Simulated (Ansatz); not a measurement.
(NaF)2 ring (Na₂F₂): single points at one geometry.

```yaml
crystal:
  periodic: [false, false, false]
  atoms:
    - {symbol: Na, position_ang: [-0.018015, -1.332127, 0.508151]}
    - {symbol: F, position_ang: [-1.128374, 0.382380, 0.962398]}
    - {symbol: Na, position_ang: [0.018146, 1.332178, -0.508022]}
    - {symbol: F, position_ang: [1.128242, -0.382431, -0.962538]}
basis:
  gaussian: {orbitals: 6-31G}
hamiltonian: {xc: {name: B3LYP}, dispersion: d4}
scf: {omitted_lower_state_checks: [starts]}
output: {orbitals: {seedname: orbitals}}
```

The file start.molden holds the orbitals of an earlier run on this structure, at another level or in another basis.

```sh
$ ansatz run in.yaml --threads 4 --pin off --events-out ev --progress --plain --max-ram 3916MiB
```

Output, abridged:

```
Functional definition: B3LYP
430 factors; integrals over basis functions are off by at most 1.8e-4 eV
mean field evaluation 1: about -14263.1314 eV, gradient 6.3e1 eV
mean field evaluation 2: about -14146.8831 eV, gradient 2.3e2 eV
mean field evaluation 4: about -14269.5939 eV, gradient 1.2e0 eV
mean field evaluation 8: about -14269.6444 eV, gradient 3.0e-3 eV
mean field -14269.64442658 eV, -524.3997603644 hartree, gradient 3.2e-5 eV, S^2 0.000000; 0 other end points of the search recorded, 0 dependent functions left out
reference -14269.64465430 eV, -524.3997687328 hartree; 20, 20 occupied and 24, 24 virtual orbitals, 430 factors
Total energy: -14269.71435733 eV, -524.4023302722 hartree
Checks for a lower state left out: starts
```

Hardware: 4 threads of Arm Neoverse V2 on a shared host. Wall time 0.5 s.

The first input with `hamiltonian: {xc: hf}` (abridged; 0.15 s):

```
Functional definition: HF
mean field -14223.20342983 eV, -522.6930852127 hartree, gradient 1.4e-5 eV, S^2 0.000000
Total energy: -14223.20342983 eV, -522.6930852127 hartree
Checks for a lower state left out: starts
```

The first input with `gaussian: {orbitals: def2-SVP, initial_orbitals: start.molden}`, `hamiltonian: {xc: pbe0, dispersion: d4}` (abridged; 0.5 s):

```
Functional definition: PBE0
mean field -14252.27928034 eV, -523.7616030105 hartree, gradient 2.7e-5 eV, S^2 0.000000
Total energy: -14252.31478877 eV, -523.7629079214 hartree
Checks for a lower state left out: starts
```

First input, but with `gaussian: {orbitals: def2-TZVP, initial_orbitals: start.molden}`, `hamiltonian: {xc: lda}` (abridged; 0.45 s):

```
Functional definition: SPW92
mean field -14192.63025124 eV, -521.5695416227 hartree, gradient 2.1e-5 eV, S^2 0.000000
Total energy: -14192.63034090 eV, -521.5695449179 hartree
Checks for a lower state left out: starts
```

The first input with `gaussian: {orbitals: def2-SVP, initial_orbitals: start.molden}`, `hamiltonian: {xc: pbe, dispersion: d4}` (abridged; 0.55 s):

```
Functional definition: PBE
mean field -14251.48254538 eV, -523.7323235410 hartree, gradient 1.3e-5 eV, S^2 0.000000
Total energy: -14251.52474738 eV, -523.7338744357 hartree
Checks for a lower state left out: starts
```

First input, but with `gaussian: {orbitals: def2-TZVP, initial_orbitals: start.molden}`, `hamiltonian: {xc: pbe0, dispersion: d4}` and without the key `scf` (abridged; 1.1 s):

```
Functional definition: PBE0
mean field evaluation 16: about -14262.4298 eV, gradient 2.4e-4 eV
mean field -14262.42983928 eV, -524.1346291714 hartree, gradient 2.9e-5 eV, S^2 0.000000; 1 other end points of the search recorded, 0 dependent functions left out
Total energy: -14262.46538459 eV, -524.1359354373 hartree
```

As the first input, with `gaussian: {orbitals: def2-TZVP, initial_orbitals: start.molden}`, `hamiltonian: {xc: r2scan, dispersion: d4}` (abridged; 1.4 s):

```
Functional definition: r2SCAN
mean field -14269.44545547 eV, -524.3924483112 hartree, gradient 5.5e-5 eV, S^2 0.000000
Total energy: -14269.45403373 eV, -524.3927635563 hartree
Checks for a lower state left out: starts
```

Geometry: PBE-D4/def2-TZVP.

B3LYP takes the VWN-RPA correlation.
